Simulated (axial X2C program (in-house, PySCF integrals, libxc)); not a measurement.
# Levels of Br₂⁻ by electron attachment to Br₂ (EOM-EA-CCSD)

Calculated with an in-house all-electron X2C program for linear molecules (integrals from PySCF): two-component X2C with atomic mean-field Coulomb and Gaunt terms, Gaussian nuclei, basis Br dyall-acv3z with contracted cores.

R = 2.105 Å (0.920 times 2.288 Å, the PBE0 minimum at charge 0 for the lowest determinant).

Levels of Br₂⁻ obtained by attaching an electron to Br₂:

```json
{"Ω": "1/2", "binding energy (eV)": "0.078", "above lowest (cm⁻¹)": "0", "attached spinor": "68% Br pσ, 22% Br dσ", "one-particle weight": "0.96"}
{"Ω": "1/2", "binding energy (eV)": "-1.615", "above lowest (cm⁻¹)": "13649", "attached spinor": "86% Br sσ", "one-particle weight": "0.98"}
{"Ω": "1/2", "binding energy (eV)": "-1.929", "above lowest (cm⁻¹)": "16183", "attached spinor": "86% Br pσ", "one-particle weight": "0.98"}
{"Ω": "1/2", "binding energy (eV)": "-2.070", "above lowest (cm⁻¹)": "17322", "attached spinor": "94% Br pπ", "one-particle weight": "0.99"}
{"Ω": "3/2", "binding energy (eV)": "-2.079", "above lowest (cm⁻¹)": "17394", "attached spinor": "98% Br pπ", "one-particle weight": "0.99"}
{"Ω": "1/2", "binding energy (eV)": "-2.466", "above lowest (cm⁻¹)": "20513", "attached spinor": "78% Br pσ, 18% Br dσ", "one-particle weight": "0.99"}
```

Task: What is the splitting of the first π pair in the table, and is it regular or inverted?

Result: E(3/2) − E(1/2) = 17394 − 17322 = 72 cm⁻¹ at EOM-EA-CCSD: regular, Ω = 1/2 lower. Splittings at this level can be off by ten to twenty per cent.

Negative binding energies belong to unbound states, resonances or levels that the basis set holds; within some tenths of an eV of zero the sign is not settled.

This point took 13 s on 1 thread of Intel(R) Xeon(R) 6975P-C (Granite Rapids), with other jobs on the host.

Reference electrons by ω block (each with its −ω partner): 1/2: 23, 3/2: 10, 5/2: 2. 14 electrons of Br₂ correlated (inner shells frozen), 92 natural virtual spinors (a truncated set); levels can be off by some tenths of an eV. Roots sought by Ω: (1/2: 5, 3/2: 4, 5/2: 2, 7/2: 1); the list ends where they run out and leaves out roots under 60 % one-particle weight. The solver can skip a root, and states that need a further excitation, which the method places far too high, are missing though they may lie low or lowest. T1 of the reference 0.008 (Lee–Taylor). Number of frozen shells: Br 3 s, 2 p, 1 d. g and u states are not told apart.
